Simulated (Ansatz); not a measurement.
# Worked example: AlH(SH)2 + Ga(OH)2 → Al(SH)2 + GaH(OH)2

Species: AlH(SH)2, singlet; Ga(OH)2, doublet; Al(SH)2, doublet; GaH(OH)2, singlet. A radical takes H: the energy is the difference in strength between the Al–H bond broken and the Ga–H bond made.

Shapes, held fixed at every level: PBE0-D4/def2-TZVP. Flexible molecules stand in one conformer, not always the lowest. Programs: Ansatz 0.2.0. The zero-point and thermal change to 298 K, harmonic and unscaled (PBE0-D4/def2-TZVP), is +1.4 kJ/mol.

At CCSD(T)/def2-TZVPP; 1 Eh = 2625.50 kJ/mol:

| species | energy (Eh) |
| --- | --- |
| AlH(SH)2 | -1039.352973 |
| Ga(OH)2 | -2074.960413 |
| Al(SH)2 | -1038.715193 |
| GaH(OH)2 | -2075.596349 |

Task: Work out ΔH(298 K) of the reaction at this level.

Result: 
1. Products less reactants: (-1038.715193) + (-2075.596349) − [(-1039.352973) + (-2074.960413)] = 0.001844 Eh = +4.8 kJ/mol.
2. With the thermal change: +4.8 + (+1.4) = +6.2 kJ/mol.

Other levels give +4.8 (PBE0-D4/def2-TZVPP) to +11.3 kJ/mol (wB97X-V/def2-TZVPP). No measured value is set beside it here. Open shells run unrestricted. Relativity is left out for Ga. Outer-core shells of Ga are correlated in most correlated rows, in sets that cover them unevenly.
